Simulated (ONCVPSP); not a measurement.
**Before and after: ONCV potential for Ge (Z = 32)**

Ge (Z = 32), optimised norm-conserving Vanderbilt (ONCV), made with ONCVPSP 4.0.1 (LDA (Perdew-Zunger), scalar-relativistic). Core [Ne], reference 3s2 3p6 3d10 4s2 (charge +2). Waves: 3s+4s: rc 1.20 bohr, ncon 4, nbas 7, qcut 10.7 1/bohr, 2 projectors; 3p: rc 0.85 bohr, ncon 4, nbas 9, qcut 19.6 1/bohr, 2 projectors, debl 2.5 Ha; 3d: rc 1.00 bohr, ncon 4, nbas 8, qcut 14.4 1/bohr, 3 projectors, debl 1.3 Ha. Local part: polynomial inside 0.65 bohr (lpopt 5, dvloc0 0 Ha). Core correction: Teter function, fcfact 3.25, rcfact 1.6.

In the p channel the program set the typed energies aside and used -4.978, 0.250 Ha. In the d channel the program set the typed energies aside and used -1.821, 0.250, 1.550 Ha.

Change: p: qcut 24.9.

Cutoffs: the cutoffs (Ha) at which the residual kinetic energy of the hardest occupied pseudo-wave falls to 1 and 0.1 mHa per electron; they do not see the model core or the augmentation charge, which bear on the density cutoff. Errors are all-electron minus pseudo energies relative to the spin-unpolarised reference configuration.

Problem. What does the change do?

Solution. The potential gets harder (92 Ha and 119 Ha → 186 Ha and 217 Ha); of the 4 tests that both files solve, the error grows in 1 and shrinks in 2 by more than 15 % and 0.3 meV (median size 2.4 → 3.3 meV); neither file shows a bound ghost. The waves are optimised to have the least kinetic energy above qcut, so the cutoff follows it (qcut²/2 in Ha).

```tsv
quantity	base	changed
cutoff, loose	92 Ha	186 Ha
cutoff, tight	119 Ha	217 Ha
loose cutoff by channel	s 34 Ha, p 86 Ha, d 92 Ha	s 34 Ha, p 186 Ha, d 92 Ha
bound ghosts	none	none
GHOST(+) flags under 300 eV	none	none
error for 3s2 3p6 3d10 4s2 4p2, meV [ΔE -23.35 eV]	+2.5	+2.0
error for 3s2 3p6 3d10 4s2 4p1, meV [ΔE -15.72 eV]	+1.7	+1.4
error for 3s2 3p6 3d10 4s1, meV [ΔE 35.22 eV]	-4.5	-4.5
error for 3s2 3p6 3d10 4s0 4p4, meV [ΔE -6.99 eV]	-2.4	-5.6
s: phases at 1.22 bohr within 0.05 rad from the reference energy up to (Ha; the scan ends near 5)	to the end of the scan	to the end of the scan
p: phases at 0.86 bohr within 0.05 rad from the reference energy up to (Ha; the scan ends near 5)	to the end of the scan	to the end of the scan
d: phases at 1.01 bohr within 0.05 rad from the reference energy up to (Ha; the scan ends near 5)	to the end of the scan	to the end of the scan
rms error of d²Exc/dni dnj with the model core, mHa	1.48	1.58
```
